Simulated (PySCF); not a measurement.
A GIAO shielding run with PySCF 2.14 (density fitting, non-relativistic, gas phase) on `[Si@H](C=C)(C#CCF)OC`, C₆H₉FOSi:

```
$ OMP_NUM_THREADS=1 python probes_run.py task.json out

{"job": {"kind": "nmr", "xc": "PBE0", "basis": "pcSseg-1"}, "charge": 0, "multiplicity": 1}
C     -1.913596    -2.833433     0.186407
C     -1.407341    -1.881526    -0.605696
Si    -0.884245    -0.225717     0.042983
C      0.915493     0.031140    -0.249644
C      2.102395     0.213854    -0.457525
C      3.523266     0.413692    -0.709944
F      3.943096     1.657159    -0.320479
O     -1.720336     0.950950    -0.777139
C     -1.477896     2.326284    -0.659478
H     -2.209510    -3.816039    -0.197578
H     -2.056426    -2.673842     1.261466
H     -1.286655    -2.091849    -1.675965
H     -1.138070    -0.147973     1.512811
H      4.106402    -0.347511    -0.162053
H      3.730943     0.289392    -1.787391
H     -1.741688     2.705477     0.344829
H     -0.419319     2.577387    -0.853883
H     -2.098076     2.857704    -1.396966
```

Hardware: 1 thread of an AMD EPYC 7R43 64-Core, shared host. The job also computes population analyses, field gradients.

Task: How large is the calculation?

Result: 76 electrons, 205 basis functions and 1083 auxiliary functions.

Task: How long does it take, and how much memory does it need?

Result: 31 s of wall time, with 14 SCF cycles and 5 response iterations; peak memory 0.95 GiB. Times on a shared host scatter by some tens of per cent.

Task: And these other runs on the same molecule and hardware: GIAO shielding at HF/pcSseg-1?

Result: HF/pcSseg-1: 205 functions, 17 s.
